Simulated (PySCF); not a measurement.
# Computed structure and properties of [Bi(H2O)2]3+

System: [Bi(H2O)2]3+ (singlet); start: displaced along the imaginary mode (C1). Method: PySCF 2.14.0, RKS PBE0, Bi def2-SVP with ECP60, O def2-SVP, H def2-SVP; non-relativistic Hamiltonian with scalar-relativistic core potentials where named; density fitting; no spin-orbit coupling.

Input of the relaxation:

```python
mol = gto.M(atom='''
Bi     0.02669    -0.01569     0.00000
O     -0.14811     0.08598     2.29458
H      0.34642     0.69119     2.91834
H     -0.76734    -0.42257     2.89251
O     -0.15002     0.08924    -2.29458
H      0.36547    -0.45500    -2.95516
H     -0.74829     0.65876    -2.85570''',
    basis={'Bi': 'def2-SVP', 'O': 'def2-SVP', 'H': 'def2-SVP'},
    ecp={'Bi': 'def2-SVP'},
    charge=3, spin=0)
mf = dft.RKS(mol, xc='PBE0')
mf.grids.atom_grid = (50, 194)
mf = mf.density_fit()  # fitting sets: Bi def2-universal-JKFIT, O def2-universal-JKFIT, H def2-universal-JKFIT
mf.conv_tol = 1e-08; mf.max_cycle = 55
mf.kernel(dm0)  # dm0: converged density of the start geometry
# quasi-Newton relaxation in Cartesian coordinates to a largest gradient under 0.00045 Eh/bohr, steps kept in the point group
```

Run from Python with OMP_NUM_THREADS=2; the lines above give its settings. Where DIIS fails, smearing, a level shift and second-order steps follow.
It took 79 s on 2 threads of Intel(R) Xeon(R) Platinum 8488C (Sapphire Rapids) (shared host), from the converged density of the start.

Course of the relaxation:

| step | energy above end (eV) | largest force component within the symmetry (eV/Å) |
| --- | --- | --- |
| 0 | 0.6676 | 0.134 |
| 1 | 0.6549 | 0.150 |
| 2 | 0.5684 | 0.786 |
| 3 | 0.4569 | 0.948 |
| 4 | 0.3937 | 0.825 |
| 5 | 0.3290 | 0.578 |
| 6 | 0.2889 | 0.705 |
| 7 | 0.2476 | 0.477 |
| 41 | 0.0003 | 0.041 |
| 42 | 0.0003 | 0.068 |
| 43 | 0.0001 | 0.037 |
| 44 | 0.0000 | 0.029 |
| 45 | 0.0000 | 0.054 |
| 46 | 0.0000 | 0.017 |
(The steps between are left out.)

Relaxed geometry (C2, nearly C2v):

```xyz
7

Bi    1.2505   -0.3484    0.0167
O    -0.1396    0.1961    1.6517
H     0.1288    0.2284    2.6147
H    -1.1062    0.4387    1.6309
O    -0.1659   -0.0154   -1.6519
H     0.0597   -0.1923   -2.6094
H    -1.1024    0.3248   -1.6527
```

| contact | Å |
| --- | --- |
| Bi1–O2 (H2O) | 2.214 |
| Bi1–O5 (H2O) | 2.214 |

On the finer grid (75, 302):

| Quantity | Value |
| --- | --- |
| HOMO | -27.49 eV |
| LUMO | -21.51 eV |
| Dipole about the centre of mass | 6.61 D |
| Set of Mulliken populations of Bi1 outside the core potential | s 3.97, p 6.76, d 10.11 |
| D3(BJ) dispersion energy (not in the energies) | -0.098 eV |

| atom | Mulliken (e) | Löwdin (e) | spin (e) |
| --- | --- | --- | --- |
| Bi1 | 2.16 | 2.00 | 0.00 |
| O2 | -0.31 | 0.05 | 0.00 |
| H3 | 0.37 | 0.23 | 0.00 |
| H4 | 0.36 | 0.22 | 0.00 |
| O5 | -0.31 | 0.05 | 0.00 |
| H6 | 0.37 | 0.23 | 0.00 |
| H7 | 0.36 | 0.22 | 0.00 |

On the grid (50, 194), as all that follows. Harmonic modes: a minimum within the noise of the softest modes; lowest 35 cm⁻¹ (negative: unstable), highest 3495 cm⁻¹, zero-point energy 1.299 eV.

Taking off one H2O (charge 0, singlet; the rest: singlet) in vacuum, both parts rigid, costs 4.89 eV; the small basis without counterpoise inflates it. Parting with an electron moved from the ligand to the metal can be far cheaper, even downhill.

Rigid scan of H2O along the line from its metal:

```csv
distance to O2 (Å),energy (eV)
1.91,0.925
2.01,0.349
2.11,0.075
2.21,0.000
2.31,0.056
2.41,0.192
2.61,0.584
```

One start shape was tried, so this needn't be the lowest isomer.
